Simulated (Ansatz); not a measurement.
Cost and result for the atomization energy of BrCl2FSn (`[F][Sn]([Cl])([Cl])[Br]`) (5 atoms, 4 bonds).

Cartesian coordinates in Å:
```
F -1.2923 0.6681 -1.2647
Sn -0.0235 0.0242 -0.0149
Cl 1.7425 1.4698 -0.0645
Cl -1.0378 0.0567 2.0299
Br 0.6112 -2.2189 -0.6857
```

Charge 0, multiplicity 1. Correlated methods include outer-core shells of Br, Sn, which these sets cover unevenly. Scalar relativity is left out up to krypton. Sn: def2 effective core potential. Geometry: relaxed with PBE0-D4/def2-TZVP. Program: Ansatz. All runs use 4 threads of a server CPU on a shared host. Times are those of one run each, without the atoms' runs, and a repeat can differ threefold. Electronic energies, without spin–orbit coupling; frozen cores. CCSD(T)/CBS adds CCSD(T) − MP2 in def2-TZVPP to the MP2 limit, and its time is that of the two runs behind it. T1 = 0.011. With those shells the extrapolation isn't a true limit. B3LYP takes the VWN-RPA correlation (the form of Gaussian; ORCA's B3LYP/G). HSE06 is the plane-wave form, built on full-range PBE exchange.

CCSD(T)/CBS is a level of theory with its own doubt, some kJ/mol a heavy atom from the limit and from the frozen cores, so smaller differences don't rank the functionals.

```json
{"level": "revPBE-D4/def2-TZVPP", "functions": "213", "wall time": "1.8 s"}
{"level": "PBE0-D4/def2-TZVPP", "functions": "213", "wall time": "3.3 s"}
{"level": "BHLYP-D4/def2-TZVPP", "functions": "213", "wall time": "3.3 s"}
{"level": "CCSD(T)/def2-SVP", "functions": "108", "wall time": "3.4 s"}
{"level": "HSE06-D4/def2-TZVPP", "functions": "213", "wall time": "3.5 s"}
{"level": "CAM-B3LYP-D4/def2-TZVPP", "functions": "213", "wall time": "3.8 s"}
{"level": "B3LYP-D4/def2-TZVPP (with forces)", "functions": "213", "wall time": "4.6 s"}
{"level": "B2PLYP/def2-TZVPP", "functions": "213", "wall time": "5 s"}
{"level": "PBE-QIDH/def2-TZVPP", "functions": "213", "wall time": "5.5 s"}
{"level": "ωB97X-V/def2-TZVPP", "functions": "213", "wall time": "7.5 s"}
{"level": "MP2/def2-QZVPP", "functions": "368", "wall time": "14 s"}
{"level": "CCSD(T)/def2-TZVPP", "functions": "213", "wall time": "45 s"}
{"level": "CCSD(T)/CBS(def2)", "functions": "–", "wall time": "58 s"}
```

Q: What atomization energy does each give, and how far from CCSD(T)/CBS? (Estimate.)

A: The calculation gave: 
| level | atomization (kJ/mol) | difference from CCSD(T)/CBS | per bond |
| --- | --- | --- | --- |
| revPBE-D4/def2-TZVPP | 1360.6 | -53.3 | -13.3 |
| PBE0-D4/def2-TZVPP | 1374.3 | -39.6 | -9.9 |
| BHLYP-D4/def2-TZVPP | 1288.0 | -125.9 | -31.5 |
| CCSD(T)/def2-SVP | 1226.3 | -187.6 | -46.9 |
| HSE06-D4/def2-TZVPP | 1374.9 | -39.0 | -9.8 |
| CAM-B3LYP-D4/def2-TZVPP | 1349.3 | -64.6 | -16.2 |
| B3LYP-D4/def2-TZVPP (with forces) | 1339.5 | -74.4 | -18.6 |
| B2PLYP/def2-TZVPP | 1335.2 | -78.7 | -19.7 |
| PBE-QIDH/def2-TZVPP | 1369.8 | -44.1 | -11.0 |
| ωB97X-V/def2-TZVPP | 1395.3 | -18.6 | -4.7 |
| MP2/def2-QZVPP | 1454.4 | 40.5 | 10.1 |
| CCSD(T)/def2-TZVPP | 1327.4 | -86.5 | -21.6 |
| CCSD(T)/CBS(def2) | 1413.9 | 0.0 | 0.0 |

From PBE to PBE0 (25 % exact exchange), in def2-TZVPP and without D4, the atomization energy moves by −43.7 kJ/mol: exact exchange takes away binding that semilocal exchange gives to molecules. In def2-TZVPP, CCSD(T) changes the Hartree–Fock value by +398.2 kJ/mol (the triples alone add +44.7 kJ/mol) and MP2 by +471.8 kJ/mol; breaking electron pairs costs correlation energy, which Hartree–Fock lacks. Leaving LDA and LC-ωPBE aside and taking each functional with its dispersion term where it has one, the values, not all of them listed here, spread over 135.6 kJ/mol, from BHLYP-D4 to B97M-V. LDA lies +239.7 kJ/mol from PBE without D4, its usual overbinding.

Spin–orbit coupling would lower the free Sn atoms strongly, and the atomization energy with them, by more than many differences here. For some Ge, Se and Sn compounds the MP2-based and the directly extrapolated limit differ by 10 to 25 kJ/mol.
